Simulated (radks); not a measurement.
Er57+, 11 electrons, occupied as [Ne] 3s1 (the NIST ground configuration). All-electron calculation, Dirac Kohn-Sham, PBEsol, spin-unpolarised, spherical densities, point nucleus. Program: a radial shooting solver on a logarithmic mesh with Libxc functionals. Some entries of the table are withheld. Estimate them.

| orbital | occ. | eigenvalue (hartree) | <1/r> (bohr^-1) |
|---|---|---|---|
| 1s1/2 | 2 | -2275.472 | (1) |
| 2s1/2 | 2 | (2) | 18.98 |
| 2p1/2 | 2 | -499.2434 | 18.90 |
| 2p3/2 | 4 | -464.3232 | 16.42 |
| 3s1/2 | 1 | -212.0361 | 7.766 |

Answer. 
(1) 1s1/2 <1/r> (bohr^-1): 77.61
(2) 2s1/2 eigenvalue (hartree): -513.5003
